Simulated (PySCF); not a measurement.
Electron correlation in N⁺ (nitrogen, charge +1)

[He] 2s2 2p2, high-spin 3P determinant. Calculation: PySCF 2.14, in x2c-TZVPPall; scalar relativity by spin-free X2C-1e. Frozen: nothing; 6 electrons correlated.

MP2 pair energies summed by pair of shells (mhartree):

```tsv
pair	energy	share (%)
2s-2p	-43.08	49.3
2s-2s	-19.99	22.9
1s-1s	-12.04	13.8
2p-2p	-7.37	8.4
1s-2s	-2.71	3.1
1s-2p	-2.17	2.5
```

Total MP2 correlation energy: -87.36 mhartree.

Same-spin part -13.64 and opposite-spin part -73.72 mhartree; SCS-MP2 scales them by 1/3 and 6/5 to -93.01 mhartree.

This basis was not built for core-valence correlation, so the inner-shell part is incomplete.
